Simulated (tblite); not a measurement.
Compound: C₈H₁₅N.
Geometry (GFN2-xTB, Å), atoms numbered from 1 in this order:
```xyz
24
C8H15N angstrom
C     -1.5999    1.0736    1.5355
C     -1.7213    0.9886    0.0122
C     -0.9608   -0.1918   -0.5250
C     -1.7205   -1.4756   -0.6913
C      0.3513   -0.1284   -0.7754
C      1.1316   -1.3183   -1.2672
C      1.1158    1.1277   -0.6156
N      2.1146    1.3610    0.1141
C      2.6407    0.3809    1.0171
H     -0.5583    1.2022    1.8209
H     -2.1686    1.9192    1.9157
H     -1.9772    0.1651    2.0001
H     -1.3338    1.9134   -0.4201
H     -2.7750    0.9006   -0.2613
H     -1.7369   -1.7760   -1.7396
H     -1.2493   -2.2827   -0.1303
H     -2.7457   -1.3692   -0.3478
H      0.6975   -1.6952   -2.1936
H      1.1123   -2.1318   -0.5403
H      2.1667   -1.0460   -1.4583
H      0.7869    1.9675   -1.2256
H      3.5947    0.0240    0.6248
H      2.8430    0.8861    1.9628
H      1.9802   -0.4751    1.1955
```

Computed values, GFN2-xTB/tblite, gas phase, harmonic and unscaled. The method is semi-empirical: single wavenumbers can be off by several per cent or more. One conformer, not necessarily the lowest.

Harmonic wavenumbers (cm⁻¹): 35.7, 44.8, 80.7, 102.0, 137.5, 179.0, 197.1, 199.5, 222.4, 254.8, 284.3, 364.9, 406.6, 467.1, 502.4, 543.1, 650.4, 779.4, 822.3, 852.4, 912.2, 999.0, 1006.7, 1015.2, 1031.0, 1039.0, 1044.3, 1083.0, 1094.2, 1129.7, 1154.7, 1201.7, 1243.2, 1272.3, 1319.2, 1326.1, 1385.3, 1401.5, 1408.5, 1409.1, 1463.3, 1477.4, 1480.3, 1482.0, 1487.9, 1493.2, 1495.5, 1501.1, 1506.1, 1691.6, 1730.6, 2917.0, 2964.7, 2970.9, 2976.3, 2977.9, 2980.2, 2987.0, 2996.8, 2998.4, 3005.0, 3030.0, 3032.6, 3040.8, 3043.5, 3048.0.

A = 2036, B = 1231, C = 915.9 MHz; mass 125.120 u (most abundant isotopes); point group C1, symmetry number 1.

Zero-point energy?

½Σν̃ = 46190 cm⁻¹ = 552.56 kJ/mol.

Entropy at 298.15 K, 1 bar (ideal gas, RRHO, classical rotation)?

Translation 169.08, rotation 122.71, vibration 161.54: S = 453.3 J/(mol K).

And Cp and H(298.15 K) − H(0)?

Cp = 183.12 J/(mol K), of which vibrations give 149.87 (their classical limit is 66 R = 548.8); H(298.15 K) − H(0) = 34.10 kJ/mol without the zero-point energy, 24.18 from vibrations.

How do the functions run with temperature in this model?

| T (K) | S (J/(mol K)) | Cp (J/(mol K)) | H − H(0) (kJ/mol) | G − H(0) (kJ/mol) | ln q(vib) |
| --- | --- | --- | --- | --- | --- |
| 150 | 352.4 | 119.5 | 11.80 | -41.06 | 4.58 |
| 250 | 423.1 | 161.2 | 25.81 | -79.96 | 8.08 |
| 400 | 513.9 | 231.4 | 55.21 | -150.35 | 12.94 |
| 600 | 624.1 | 313.9 | 110.11 | -264.33 | 19.09 |
| 900 | 768.8 | 399.0 | 218.02 | -473.86 | 27.81 |

q(vib) and H(0) count from the zero-point level.

Blend soft modes into free rotors: weight 1/[1 + (100 cm⁻¹/ν̃)⁴] for the oscillator and the rest for a rotor with moment μB/(μ + B), μ = h/(8π²ν), B = 10⁻⁴⁴ kg m². What vibrational entropy results?

145.65 J/(mol K) in place of 161.54, which changes −T·S at 298.15 K by +4.74 kJ/mol.

Hindered rotation and anharmonicity are outside this model. Other conformers, if any are populated, would add a mixing term that is left out. The structure is chiral; the term R ln 2 for an equal mix with its mirror image is left out.
